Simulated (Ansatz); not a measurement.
Species: sum formula SiHF (charge -1, doublet). 
Structure (B3LYP-D3(BJ)/def2-TZVP (Ansatz, a first-principles code) minimum search):
```
Si
F 1 1.7121
H 1 1.5699 2 96.07
```
Charge -1, spin multiplicity 2.

Basis-set convergence of Hartree-Fock and CCSD correlation energies (hartree) with Ansatz. Cores are frozen in the correlated levels unless marked. UHF or UKS for open shells. Spin-orbit coupling is left out. No relativistic terms. This anion needs diffuse functions, which these sets lack.

```json
[
 {"basis": "cc-pV(D+d)Z", "functions": "42", "E(HF)": "-388.95415", "E(corr, CCSD)": "-0.29253"},
 {"basis": "cc-pV(T+d)Z", "functions": "83", "E(HF)": "-389.00883", "E(corr, CCSD)": "-0.38121"},
 {"basis": "cc-pV(Q+d)Z", "functions": "149", "E(HF)": "___", "E(corr, CCSD)": "___"}
]
```

Question: Some entries are withheld; supply them.

Answer: 
- cc-pV(Q+d)Z, E(HF): -389.02707
- cc-pV(Q+d)Z, E(corr, CCSD): -0.41213
